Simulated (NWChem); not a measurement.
System meant: VNH$_{2}$OF$_{2}$; SMILES [NH]=[V]([OH])([F])[F]

The following NWChem deck was run.

```
start job
memory heap 200 mb stack 900 mb global 1100 mb
geometry units angstroms noautoz
  V      0.024357     0.000046     0.034539
  N     -0.023809    -0.000053    -1.553633
  H      0.064082     0.000097    -2.569149
  F      0.850122    -1.414646     0.559662
  F      0.845053     1.417671     0.559691
  O     -1.608483    -0.002894     0.624819
  H     -2.384508    -0.004587     0.052751
end
basis spherical
  * library def2-svp
end
dft
  odft
  mult 2
  xc xpbe96 cpbe96
  iterations 150
  mulliken
end
task dft energy
```

End of the output:

```
 Summary of "ao basis" -> "ao basis" (spherical)
 ------------------------------------------------------------------------------
       Tag                 Description            Shells   Functions and Types
 ---------------- ------------------------------  ------  ---------------------
 V                          def2-svp                11       31   5s3p2d1f
 N                          def2-svp                 6       14   3s2p1d
 H                          def2-svp                 3        5   2s1p
 F                          def2-svp                 6       14   3s2p1d
 O                          def2-svp                 6       14   3s2p1d

 Summary of "ao basis" -> "ao basis" (spherical)
 ------------------------------------------------------------------------------
       Tag                 Description            Shells   Functions and Types
 ---------------- ------------------------------  ------  ---------------------
 V                          def2-svp                11       31   5s3p2d1f
 N                          def2-svp                 6       14   3s2p1d
 H                          def2-svp                 3        5   2s1p
 F                          def2-svp                 6       14   3s2p1d
 O                          def2-svp                 6       14   3s2p1d

      Symmetry analysis of basis
      --------------------------

        a'         63
        a"         34

  number of electrons :                   58
  multiplicity        :                    2
 ------------------------------------------------------------------------
  no. of electrons and multiplicity not compatible                  58
 ------------------------------------------------------------------------
 ------------------------------------------------------------------------
  current input line :
    22: task dft energy
 ------------------------------------------------------------------------
 ------------------------------------------------------------------------
 There is an error in the input file
 ------------------------------------------------------------------------
 For more information see the NWChem manual at https://nwchemgit.github.io

0: no. of electrons and multiplicity not compatible:Received an Error in Communication
```

Problem. What is wrong, and how is it mended?

Solution. The program refused the input. Cause: the multiplicity doesn't fit the number of electrons (an even count wants an odd multiplicity, and the reverse). This input runs:
```
start job
memory heap 200 mb stack 900 mb global 1100 mb
geometry units angstroms noautoz
  V      0.024357     0.000046     0.034539
  N     -0.023809    -0.000053    -1.553633
  H      0.064082     0.000097    -2.569149
  F      0.850122    -1.414646     0.559662
  F      0.845053     1.417671     0.559691
  O     -1.608483    -0.002894     0.624819
  H     -2.384508    -0.004587     0.052751
end
basis spherical
  * library def2-svp
end
dft
  xc xpbe96 cpbe96
  iterations 150
  mulliken
end
task dft energy
```
It converges to -1274.13168 Ha (PBE/def2-SVP).
